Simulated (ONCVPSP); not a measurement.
## Transferability test, ONCV potential for gadolinium

ONCVPSP 4.0.1 input, shortened (lines: element, Z, core and valence counts, functional; n l f; lmax; l rc ep ncon nbas qcut; lloc lpopt rc5 dvloc0; l nproj debl; icmod fcfact rcfact), LDA (Perdew-Zunger), non-relativistic:

```
  Gd 64.00    9    6        3      upf
    1    0    2.00
    2    0    2.00
    2    1    6.00
    3    0    2.00
    3    1    6.00
    3    2   10.00
    4    0    2.00
    4    1    6.00
    4    2   10.00
    4    3    7.00
    5    0    2.00
    5    1    6.00
    5    2    1.00
    6    0    1.50
    6    1    0.50
    3
    0    2.35    0.00    5    8    5.30
    1    2.30    0.00    5    9    6.50
    2    3.35    0.00    3    7    4.10
    3    0.95    0.00    3    8   19.30
    4    1    0.90    0.00
    0    2    1.70
    1    2    2.70
    2    1    3.30
    3    1    3.20
    3    3.25    1.15
```

Energies are relative to the spin-unpolarised reference configuration 4f7 5s2 5p6 5d1 6s1.5 6p0.5; without spin polarisation the order of configurations can differ from experiment.

Give the all-electron excitation energy and the error of the potential for: 4f7 5s2 5p6 5d1 6s2 6p0; 4f7 5s2 5p6 5d1 6s1 6p0; 4f7 5s2 5p6 5d1 6s0 6p0; 4f7 5s2 5p6 5d1 6s0 6p1.

| valence configuration | charge | ΔE all-electron (eV) | error AE − PS (meV) |
| --- | --- | --- | --- |
| 4f7 5s2 5p6 5d1 6s2 6p0 | 0 | -1.216 | -0.1 |
| 4f7 5s2 5p6 5d1 6s1 6p0 | +1 | 5.145 | -0.2 |
| 4f7 5s2 5p6 5d1 6s0 6p0 | +2 | 16.703 | -3.5 |
| 4f7 5s2 5p6 5d1 6s0 6p1 | +1 | 8.185 | -1.3 |

Levels in the configuration 4f7 5s2 5p6 5d1 6s0 6p1:

```
level  all-electron (eV)  pseudo (eV)
   4f            -20.520      -20.575
   5s            -50.960      -50.980
   5p            -33.788      -33.803
   5d            -10.102      -10.103
   6p             -6.404       -6.405
```

Note: ghosts flagged at negative energy: s at -161.8 eV; GHOST(+) flagged for p at 60.4 eV, d at 101.3 eV. A true bound ghost makes a file unfit for plane-wave use.
